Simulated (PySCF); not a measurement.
## Working out the ionisation energy of Ar²⁺

Ar²⁺ [Ne] 3s2 3p4 (3P) → Ar³⁺ [Ne] 3s2 3p3 (4S). Computed with PySCF 2.14 in aug-cc-pV(D+d)Z (5s4p3d, 32 functions), with no relativity, point nucleus. Frozen: [Ne]. Energies in hartree (1 hartree = 27.21139 eV):

```tsv
part	Ar²⁺ (lower)	Ar³⁺ (upper)
UHF	-525.291650	-523.846671
CCSD correlation	-0.118283	-0.099756
(T)	-0.001511	-0.000991
```

Q: What does Hartree-Fock give?

A: (-523.846671) − (-525.291650) = 1.444979 hartree = 39.320 eV.

Q: What do CCSD and CCSD(T) give?

A: The CCSD correlation energies differ by 0.018527 hartree = 0.504 eV and the triples by 0.000520 hartree = 0.014 eV, so CCSD gives 39.824 eV and CCSD(T) 39.838 eV.

Reference: 40.735 ± 0.012 eV (semi-empirical (NIST evaluation); NIST Atomic Spectra Database, ionization energies), between the lowest levels; spin-orbit coupling is absent from the calculation.

What remains against the reference includes basis incompleteness, the frozen core and higher excitations.
